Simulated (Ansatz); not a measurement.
`[OH][Al]([F])[F]` + H₂S → `[F][Al]([F])[SH]` + H₂O at 400 K and 1 bar (ligand exchange at the Al–O bond).

Calculated with Ansatz (gas phase, PBE0-D4/def2-TZVP geometries, no zero-point term in ΔE). CCSD(T)/CBS adds triple-zeta CCSD(T) − MP2 to the extrapolated MP2 energy (def2 sets, frozen cores). This one scheme is used for every species. Each species was taken in one conformer, which may not be the lowest.

```tsv
species	CCSD(T)/CBS energy (Eh)	H − E (kJ/mol)	S (J/(mol·K))
`[OH][Al]([F])[F]`	-517.59653	73.2	321.8
H₂S	-398.97279	53.4	215.9
`[F][Al]([F])[SH]`	-840.18239	63.9	338.6
H₂O	-76.37941	69.8	198.6
```

H − E and S are ideal-gas, rigid-rotor, harmonic terms from PBE0-D4/def2-TZVP, for one conformer and one mirror image of each species. 1 Eh = 2625.50 kJ/mol, R = 8.31446 J/(mol·K).

Problem. By hand: ΔE, ΔH, ΔS and ΔG.

Solution. ΔE = (-840.18239) + (-76.37941) − (-517.59653) − (-398.97279) = 0.00752 Eh = 19.7 kJ/mol. Δ(H − E) = 63.9 + 69.8 − 73.2 − 53.4 = 7.1, so ΔH = 26.8 kJ/mol. ΔS = 338.6 + 198.6 − 321.8 − 215.9 = -0.5 J/(mol·K). ΔG = 26.8 − 400 × (-0.5)/1000 = 27.0 kJ/mol.

Problem. By hand: the equilibrium constant, and the temperature at which ΔG would vanish if ΔH and ΔS stayed fixed.

Solution. log₁₀ K = −ΔG/(RT ln 10) = -3.5. ΔH and −TΔS have one sign here, so there is no such temperature.

The number of gas molecules stays the same, so ΔS is small and ΔH decides. A doubt of 5 kJ/mol in ΔE shifts log₁₀ K by 0.7 here. Other conformers and mirror images would add mixing entropy, several J/(mol·K) or more a flexible species. These are equilibria of isolated gas molecules and say nothing of rates. Largest T1 diagnostic: 0.013 (customary marks: 0.02 for closed shells, 0.045 for open ones).

ΔS is within the doubt of such terms, so its sign, and with it that verdict, could turn.
